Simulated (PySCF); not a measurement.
C6H15In, SMILES CCC[CH2][In]([CH3])[CH3] (GFN2-xTB optimised geometry):

```
22

In    -0.231     1.648     0.000
C      2.016     1.648     0.000
H      2.388     1.369    -0.985
H      2.402     0.937     0.729
H      2.386     2.644     0.243
C     -1.330     3.616     0.000
H     -2.402     3.467    -0.130
H     -0.959     4.246    -0.808
H     -1.158     4.132     0.945
C     -1.325    -0.336    -0.018
C     -0.328    -1.483     0.080
C     -0.987    -2.867     0.088
C     -1.625    -3.232    -1.248
H     -2.030    -0.366     0.818
H     -1.904    -0.394    -0.942
H      0.376    -1.433    -0.759
H      0.254    -1.374     1.003
H     -0.228    -3.615     0.332
H     -1.747    -2.899     0.873
H     -0.889    -3.175    -2.048
H     -2.445    -2.560    -1.487
H     -2.018    -4.246    -1.215
```

Level of theory: B3LYP/def2-SVP, def2 effective core potentials past Kr (PySCF).

### Question
What are the frontier orbital energies and the dipole moment?

### Answer
HOMO-2 -8.66 eV, HOMO-1 -6.60 eV, HOMO -6.23 eV, LUMO -1.21 eV, LUMO+1 -0.07 eV; dipole moment 0.05 D.

On the same geometry PBE/def2-SVP, def2 effective core potentials past Kr (PySCF) gives HOMO-2 -7.45 eV, HOMO-1 -5.71 eV, HOMO -5.35 eV, LUMO -1.66 eV, LUMO+1 -0.63 eV; dipole moment 0.06 D.
